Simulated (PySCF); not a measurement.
PySCF input file for Se(SMe)(SiH3) (CH₆SSeSi), SMILES CS[Se][SiH3], B3LYP/pcSseg-1. Geometry: B3LYP-D3(BJ)/def2-SVP. This is a generated structure with no PubChem entry under its InChIKey; it may be hypothetical. One conformer was computed; it need not be the lowest.

```python
import numpy as np
from pyscf import gto, scf, dft
from pyscf.prop.nmr import rks as nmr

mol = gto.M(
    atom='''
    Se   -0.07425195   -0.15685399    0.93511260
    S     1.32972853    0.65083801   -0.62824752
    C     1.70975084   -0.85540296   -1.58797038
    H     2.21115169   -1.60694366   -0.96299101
    H     2.39265142   -0.53397979   -2.39019473
    H     0.80094452   -1.28033887   -2.03660160
    Si   -1.95254912    0.19368395   -0.35509702
    H    -1.81819481   -0.53323971   -1.64835273
    H    -2.14848370    1.64501982   -0.61555756
    H    -3.11197629   -0.35004764    0.41100984
    ''',
    basis='pcSseg-1',
    charge=0,
    spin=0,
    max_memory=1600,
    verbose=3,
)
mf = dft.RKS(mol, xc='b3lyp')
mf.grids.level = 3
mf.conv_tol = 1e-10
mf.max_cycle = 100
mf.kernel()
n = nmr.NMR(mf)
n.verbose = 2
n.max_cycle_cphf = 60
sigma = n.kernel()
print('atom   isotropic/ppm   span/ppm')
for i, s in enumerate(sigma):
    w = np.linalg.eigvalsh((s + s.T) / 2)
    print(f'{mol.atom_symbol(i):2s}{i + 1:3d} {w.mean():14.3f} {w[2] - w[0]:11.3f}')
```

Program output:

```
converged SCF energy = -3130.7740349648
atom   isotropic/ppm   span/ppm
Se  1       1578.367    1797.478
S   2        452.572     424.150
C   3        151.093      55.468
H   4         28.991      11.615
H   5         29.445      14.101
H   6         28.958      10.962
Si  7        389.668     106.947
H   8         26.902       9.609
H   9         26.844       9.997
H  10         26.674      10.545
```

Self-consistency was reached.

Cost: very roughly 28 core-seconds.
